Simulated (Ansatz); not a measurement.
Pulling the pair apart

The pair of Ag⁺ (SMILES [Ag+], atom 1) and F⁻ (SMILES [F-], atom 2), both closed shells, in one local arrangement (a lower one may exist), relaxed at PBE0-D4/def2-TZVP:

Ag1  (0.000, 0.000, -0.993)
F2  (0.000, 0.000, 0.993)
(Å)

F⁻ is shifted rigidly along the line between the mean atom positions of the two fragments (negative: closer). Counterpoise interaction energies in kJ/mol. Program: Ansatz 0.2.0. Basis: def2-TZVPPD. Cores are frozen in the correlated methods. Filled d shells of the heavier atoms are correlated. Core potentials replace the inner electrons of the atoms past krypton.

```json
{"shift (Å)": "-0.20", "MP2": "-674.8", "HF": "-606.7", "wB97M-V": "-683.0"}
{"shift (Å)": "-0.10", "MP2": "-706.9", "HF": "-650.0", "wB97M-V": "-717.7"}
{"shift (Å)": "0.00", "MP2": "-715.3", "HF": "-666.3", "wB97M-V": "-728.0"}
{"shift (Å)": "0.10", "MP2": "-709.0", "HF": "-665.9", "wB97M-V": "-723.3"}
{"shift (Å)": "0.24", "MP2": "-686.6", "HF": "-649.2", "wB97M-V": "-702.2"}
{"shift (Å)": "0.50", "MP2": "-628.5", "HF": "-597.7", "wB97M-V": "-645.2"}
```

2 of 8 computed shifts are left out: there CCSD(T) failed or its T1 diagnostic passed 0.035.

**Question.** What does CCSD(T) give at these shifts? (Judge from chemistry; the value comes from the calculation.)

**Answer.** Computed: -669.4, -704.6, -715.4, -711.0, -690.8, -635.9 kJ/mol. For zero shift, CCSD(T) at an estimated basis limit (MP2 extrapolated from triple and quadruple zeta, plus CCSD(T) − MP2 in triple zeta) gives -739.6 kJ/mol. These are counterpoise interaction energies, counted from the two frozen fragments.

No T1 diagnostic of these runs exceeds 0.027. The T1 diagnostic is large here, which may signal multireference character or strong orbital relaxation, so CCSD(T) is less sure.

For scale, one of the runs: CCSD(T)/def2-TZVPPD, 96 basis functions, launched by `ansatz run in.yaml --threads 2 --pin off --events-out ev --progress --plain --max-ram 5222MiB`. The run took about 2.5 s on 2 CPU threads of an AMD EPYC 9R45 (shared host).
